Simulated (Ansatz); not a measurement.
Reaction (ligand exchange at the Si–I bond): `C[SiH](O)I` + CH₃OH → `CO[SiH](C)O` + HI

Gas-phase electronic energies from Ansatz, PBE0-D4/def2-TZVP geometries. CCSD(T)/CBS is the MP2 limit (def2-TZVPP, def2-QZVPP) plus CCSD(T) − MP2 in def2-TZVPP, frozen cores. This one scheme is used for every species. DFT in def2-TZVPP. def2 core potentials past Kr. For I outer-core shells are correlated without core-valence functions, which leaves a few kJ/mol of doubt a bond. Each species was taken in one conformer, which may not be the lowest.

(1) Is it downhill or uphill in electronic energy at CCSD(T)/CBS, and by how much? (An estimate is asked.)

(2) What do these levels give: PBE0, HF/def2-TZVPP, MP2/def2-TZVPP, CCSD(T)/def2-TZVPP, HF/CBS(def2), CCSD/CBS(def2)? (Best estimate.)

Largest T1 diagnostic among the species: 0.011.

Results:

(1) The calculation gave: Downhill: ΔE = -14.4 kJ/mol.

(2) Computed: PBE0 -8.4, HF/def2-TZVPP -26.3, MP2/def2-TZVPP -15.0, CCSD(T)/def2-TZVPP -23.8, HF/CBS(def2) -27.3, CCSD/CBS(def2) -16.1 kJ/mol.
